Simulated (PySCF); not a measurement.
Vertical excitations of a molecule C2H8N2Si from PySCF 2.14.0 with TDA-LC-ωPBE/def2-SVPD, as energy in eV (oscillator strength): 6.52 (0.006), 7.12 (0.033), 7.28 (0.041), 7.78 (0.537), 7.96 (0.037), 8.12 (0.020), 8.23 (0.071), 8.56 (0.039), 8.71 (0.010), 8.79 (0.013). Lowest triplet (TDA): 4.04 eV. Coordinates come from a r2SCAN-D4/def2-SVP optimisation. Other conformers were not sampled.

Identify the compound among the candidates.
(A) C=C[SiH](N)N
(B) C/C=N/[SiH2]N
(C) N[SiH]1CNC1
(D) C/N=C/[SiH2]N

A, C=C[SiH](N)N
